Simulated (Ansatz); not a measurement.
Total energies of `COB(C)Br`.

```xyz
11

C     0.9218   -1.7342   -0.0797
O     0.2387   -0.6125    0.4428
B    -0.2057    0.4584   -0.2198
C    -0.9381    1.6146    0.5240
Br    0.0511    0.6156   -2.1558
H     0.3819   -2.6324    0.2230
H     0.9899   -1.6932   -1.1677
H     1.9246   -1.7606    0.3497
H    -1.0435    1.4076    1.5902
H    -1.9295    1.7826    0.0941
H    -0.3913    2.5540    0.3991
```

Charge 0, multiplicity 1. Correlated methods include outer-core shells of Br, which these sets cover unevenly. Scalar relativity is left out up to krypton. The structure was optimised at the PBE0-D4/def2-TZVP level. It is one conformer, not always the lowest. Basis def2-TZVPP, Ansatz 0.2.0.

RPA on PBE orbitals: Hartree–Fock energy of these orbitals -2751.30323 Eh, correlation -1.53303 Eh (frozen core).

```tsv
functional	energy without D4 (Eh)	D4 term (kJ/mol)
LDA (SPW92)	-2749.08193	–
PBE	-2753.59273	-21.2
revPBE	-2753.93432	-66.4
BLYP	-2754.16729	-46.9
r2SCAN	-2754.09834	-5.3
B97M-V	-2753.74672	–
PBE0	-2753.70406	-17.9
B3LYP	-2754.25586	-34.2
r2SCANh	-2754.09024	-5.6
r2SCAN0	-2754.07931	-6.2
HSE06 (plane-wave form)	-2753.69833	-16.7
BHLYP	-2754.10983	-25.6
CAM-B3LYP	-2754.25617	-18.2
LC-ωPBE	-2753.74786	–
ωB97X-V	-2753.92831	–
ωB97M-V	-2753.99211	–
B2PLYP	-2753.68363	–
PBE-QIDH	-2753.37219	–
```

B3LYP takes the VWN-RPA correlation (the form of Gaussian; ORCA's B3LYP/G). HSE06 is the plane-wave form, built on full-range PBE exchange. The double hybrids freeze the cores in their second-order part.

LC-ωPBE has ω = 0.4 bohr⁻¹.
